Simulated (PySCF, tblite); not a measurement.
Isomers of C5H8ClFSi, one GFN2-xTB conformer each. Single-point energies are computed at PBE0/pcSseg-1 (PySCF, gas phase, no added dispersion term), electronic only.

```json
{"SMILES": "C=C1C[C@@H](CCl)[Si@@H]1F", "GFN2-xTB relative energy (kJ/mol)": "0.0"}
{"SMILES": "C=C1C[C@@H]([SiH2]Cl)[C@H]1F", "GFN2-xTB relative energy (kJ/mol)": "0.0"}
{"SMILES": "C=C1C[Si@@H](CCl)[C@H]1F", "GFN2-xTB relative energy (kJ/mol)": "198.4"}
{"SMILES": "C#CC[C@@](F)(Cl)[SiH2]C", "GFN2-xTB relative energy (kJ/mol)": "219.0"}
```

Conformers: `[CH2:1]=[C:2]1[CH2:3][C@@H:4]([CH2:5][Cl:6])[Si@@H:7]1[F:8]` with C3–C4–C5–Cl6 169°; `[CH2:1]=[C:2]1[CH2:3][C@@H:4]([SiH2:5][Cl:6])[C@H:7]1[F:8]` with C3–C4–Si5–Cl6 -74°, C1–C2–C3–C4 165°, C2–C3–C4–Si5 -104°, C3–C4–C7–F8 -128°, C1–C2–C7–C4 -165°; `[CH2:1]=[C:2]1[CH2:3][Si@@H:4]([CH2:5][Cl:6])[C@H:7]1[F:8]` with C3–Si4–C5–Cl6 -83°, C1–C2–C3–Si4 162°, C2–C3–Si4–C5 -98°, C3–Si4–C7–F8 -128°, C1–C2–C7–Si4 -162°; `[CH:1]#[C:2][CH2:3][C@@:4]([F:5])([Cl:6])[SiH2:7][CH3:8]` with C2–C3–C4–F5 -177°, C3–C4–Si7–C8 174°.

Problem. What does PBE0/pcSseg-1 give for the same structures?

Solution. 
```tsv
SMILES	PBE0/pcSseg-1 E (Eh)	PBE0/pcSseg-1 (kJ/mol)	GFN2-xTB (kJ/mol)	point group
C=C1C[C@@H](CCl)[Si@@H]1F	-1044.23350	0.0	0.0	C1
C=C1C[C@@H]([SiH2]Cl)[C@H]1F	-1044.21336	52.9	0.0	C1
C=C1C[Si@@H](CCl)[C@H]1F	-1044.16730	173.8	198.4	C1
C#CC[C@@](F)(Cl)[SiH2]C	-1044.14222	239.6	219.0	C1
```

Both levels put the same isomer lowest; measured from each level's own lowest isomer, the values differ by up to 52.9 kJ/mol (C=C1C[C@@H]([SiH2]Cl)[C@H]1F: 0.0 against 52.9). As drawn, the lowest has a four-membered ring, an Si–F bond and a C=C bond outside aromatic rings, which the highest lacks; the highest has a C≡C bond, which the lowest lacks.

Problem. Which frontier levels, dipoles and rotational constants go with these structures?

Solution. 
```
                      SMILES  HOMO (eV, PBE0/pcSseg-1)  LUMO (eV)  dipole (D)       A, B, C (MHz)
   C=C1C[C@@H](CCl)[Si@@H]1F                     -7.90      -1.10        3.20  2351, 883.2, 696.1
C=C1C[C@@H]([SiH2]Cl)[C@H]1F                     -7.72      -0.55        2.01  2854, 802.7, 694.2
    C=C1C[Si@@H](CCl)[C@H]1F                     -7.37      -0.61        1.27  2677, 756.3, 677.9
     C#CC[C@@](F)(Cl)[SiH2]C                     -7.98       0.27        1.81   1808, 1064, 938.7
```

Problem. What happens when harmonic zero-point energies from GFN2-xTB frequencies are added?

Solution. 
```tsv
SMILES	ZPE (kJ/mol)	electronic (kJ/mol)	with ZPE (kJ/mol)
C=C1C[C@@H](CCl)[Si@@H]1F	303.2	0.0	0.0
C=C1C[C@@H]([SiH2]Cl)[C@H]1F	297.2	52.9	46.9
C=C1C[Si@@H](CCl)[C@H]1F	297.3	173.8	167.9
C#CC[C@@](F)(Cl)[SiH2]C	284.3	239.6	220.8
```

The zero-point energies span 18.9 kJ/mol. The order is unchanged.
